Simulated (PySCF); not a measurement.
Input of a run (PBE0-D3(BJ)/def2-SVP geometry optimisation, gas phase (PySCF 2.14.0)), started from GFN2-xTB:
```
{"job": {"xc": "PBE0", "basis": "def2-SVP", "d3": "d3bj", "grid": 1, "kind": "geom"}, "charge": 0, "multiplicity": 1}
C      1.543883     0.029017     0.205278
C      0.247349    -0.010692     0.039775
C     -1.071213    -0.620355     0.199949
Cl    -1.987311    -1.883769     0.796298
C     -1.013573     0.533461    -0.458235
Br    -1.904904     1.870883    -1.359583
H      2.131962     0.843074    -0.179454
H      2.062864    -0.752206     0.731407
```

Output (energies in Eh, forces in Eh/bohr):
```
step   0  E = -3186.66582062  max force = 0.038027
step   1  E = -3186.66542818  max force = 0.010611
step   2  E = -3186.66633162  max force = 0.009874
step   3  E = -3186.66699060  max force = 0.004044
step   4  E = -3186.66707764  max force = 0.001168
step   5  E = -3186.66708466  max force = 0.000520
step   6  E = -3186.66708565  max force = 0.000105
optimisation converged
```

Summarise the run.

The energy falls by 0.79 kcal/mol over 7 energy and gradient evaluations, the largest force component goes from 0.0380 to 1.1e-04 Eh/bohr, and the atoms move by 0.015 Å rms after alignment. The bond that changes most is C1=C2 (terminal =CH2 carbon to fully substituted alkene carbon), which lengthens by 0.021 Å. Bonds longer at the end by more than 0.005 Å: 3 of 8; shorter: 4. The energy rose by more than 1e-6 Eh at step 1.

What are the final bond lengths?

C1=C2 1.328 Å, C2–C3 1.445 Å, C3–Cl4 1.675 Å, C3=C5 1.321 Å, C5–Br6 1.828 Å, C2–C5 1.449 Å, C1–H7 1.091 Å, C1–H8 1.091 Å. Numbering counts from 1 in the input's order; the species is `C=C1C(Cl)=C1Br`.

The run used 116 basis functions and 47 SCF cycles in all.

No frequency check.
